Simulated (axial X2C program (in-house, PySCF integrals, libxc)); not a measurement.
## Worked dissociation energy of LiBr⁻: PBE0, scalar-relativistic

Calculated with an axial X2C code built on PySCF integrals. Spin-free means the one-electron spin-free X2C Hamiltonian. Basis: Br dyall-acv3z [9s10p7d5f1g], Li dyall-av3z [9s9p3d] (cores contracted in-house); Gaussian nuclei, density fitting, unrestricted open shells. Masses: Br 78.918 u, Li 7.016 u.

Molecular state: M_S = 1/2, Λ = 0 (beyond evenly filled blocks: σα).

| Item | Value |
| --- | --- |
| E(Br-) (2M_S = 0, M_L = 0) | -2606.136111 hartree |
| E(Li) (2M_S = 1, M_L = 0) | -7.467908 hartree |
| E(LiBr⁻) at Re | -2613.662331 hartree |
| ωe | 433.4 cm⁻¹ |
| ωexe | 4.8 cm⁻¹ |

Problem. Work out De and D0.

Solution. De = -2606.136111 + (-7.467908) − (-2613.662331) = 0.05831 hartree = 1.587 eV. The zero-point energy is ωe/2 − ωexe/4 = 215 cm⁻¹ = 0.027 eV, so D0 = 1.560 eV.

The state is one determinant whose occupation by symmetry is held fixed; it was picked as the lowest of a PBE0 search that is not exhaustive. De is counted from the lowest determinant-based energies of the atoms at the same level, without counterpoise correction. The highest occupied level of some functionals is positive through self-interaction error; at Hartree–Fock it is bound.

Each atomic determinant is the lowest at this level and need not be a pure term. Totals compare only within one Hamiltonian and basis.
